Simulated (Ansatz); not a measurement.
CH$_{5}$BrSi (`C[SiH2]Br`). The species carries charge 0 and has multiplicity 1. Correlated methods include outer-core shells of Br, which these sets cover unevenly. Scalar relativity is left out up to krypton.

Cartesian coordinates in Å:
```
C -0.3734 -0.5842 0.7501
Si 0.2190 0.6131 -0.5414
Br 1.5264 -0.4467 -2.0028
H -1.0149 -0.0676 1.4697
H 0.4704 -1.0196 1.2887
H -0.9470 -1.3927 0.2930
H 1.0284 1.7045 0.0526
H -0.9089 1.1933 -1.3100
```

Q: Give the diagnostics of a CCSD(T)/def2-TZVPP run (frozen core, the Gaussian-basis code of Ansatz). (Estimate.)

A: Ansatz gave: T1 = 0.0078, largest single amplitude 0.010, largest double 0.024, (T) share of the correlation energy 3.3 %, 8 CCSD cycles. The RHF solution is stable towards an unrestricted one. T1 lies under the customary mark of 0.02 for closed shells.
